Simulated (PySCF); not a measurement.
Polarisability and C₆ of As (arsenic, neutral)

[Ar] 3d10 4s2 4p3, high-spin 4S determinant. Computed with PySCF 2.14 in def2-QZVPPD, with the non-relativistic Hamiltonian (point nucleus). Coupled (time-dependent) response in atomic units; α is the mean over directions.

```
method  mean α (bohr³)  C₆ (like pair)  S(−4)
   UHF           30.42           260.1  262.6
   PBE           32.60           278.3  348.3
  PBE0           31.33           266.5  302.6
```

S(−4) is the Cauchy moment in α(ω) = α(0) + S(−4) ω² + …

Reference α: 30 ± 1 bohr³ (recommended; Schwerdtfeger and Nagle, table of static dipole polarizabilities (2023 update)). Published C₆: 246.0 (Chu and Dalgarno (2004); Tang, Norbeck and Certain (1976)).

α(iu) at PBE0:

| u (hartree) | α(iu) (bohr³) |
| --- | --- |
| 0 | 31.33 |
| 0.0500 | 30.59 |
| 0.100 | 28.64 |
| 0.200 | 23.19 |
| 0.300 | 18.02 |
| 0.500 | 11.03 |
| 0.750 | 6.592 |
| 1.00 | 4.368 |
| 1.50 | 2.375 |
| 2.00 | 1.540 |
| 3.00 | 0.8501 |
| 5.00 | 0.4100 |

A single London oscillator, α(iu) = α/(1 + u²/ω²), gives C₆ = (3/4) ω α². Matching the computed C₆ needs ω = 4 × 266.5 / (3 × 31.33²) = 0.362 hartree.
